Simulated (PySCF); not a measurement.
**Excitation energy of Pt⁺ by level of theory**

Pt⁺ [Xe] 4f14 5d9 (2D) → Pt⁺ [Xe] 4f14 5d8 6s1 (4F), as a difference of total energies. All numbers are calculated (PySCF 2.14, a scalar-relativistic core potential, in aug-cc-pwCVDZ-PP with ECP60MDF). Correlated levels: valence: 5s2 5p6 frozen; valence and next inner shell: nothing frozen outside the core potential. The calculations carry no spin-orbit coupling.

```csv
method,excitation energy (eV)
UHF,0.245
LDA,0.769
PBE,0.689
PBE0,0.703
r2SCAN,0.414
M06,1.438
r2SCAN0,0.468
B3LYP,0.726
CAM-B3LYP,0.789
MP2 (valence),0.779
SCS-MP2 (valence),0.936
MP2 (valence and next inner shell),0.563
SCS-MP2 (valence and next inner shell),0.664
```

Task: How much does correlation contribute at MP2 (valence and next inner shell)?

Result: 0.563 − (0.245) = 0.318 eV, measured against UHF.
